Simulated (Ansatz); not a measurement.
silanone (SMILES O=[SiH2]) moved off its minimum; all values from Ansatz (an electronic-structure program), cores frozen in correlated methods.
(charge 0, multiplicity 1)
```xyz
4

Si     0.1200    -0.4877     0.0383
O     -0.1410     1.0833     0.0214
H     -0.9940    -1.5760     0.0533
H      1.3478    -1.0122     0.0592
```

Forces at PBE/def2-TZVPP (eV/Å):

| atom | Fx | Fy | Fz |
|---|---|---|---|
| Si1 | -4.494 | 3.374 | -0.037 |
| O2 | 0.353 | -2.488 | 0.013 |
| H3 | 0.602 | 0.648 | -0.021 |
| H4 | 3.539 | -1.534 | 0.046 |

Q: Give the forces (eV/Å), the total energy and the dipole at CCSD(T)/aug-cc-pV(T+d)Z.

A: 
```json
[
 {"atom": "Si1", "Fx": "-4.517", "Fy": "3.463", "Fz": "-0.031"},
 {"atom": "O2", "Fx": "0.403", "Fy": "-2.886", "Fz": "0.016"},
 {"atom": "H3", "Fx": "0.834", "Fy": "0.871", "Fz": "-0.025"},
 {"atom": "H4", "Fx": "3.280", "Fy": "-1.448", "Fz": "0.041"}
]
```
Energy -365.3709 hartree, dipole 3.95 D.
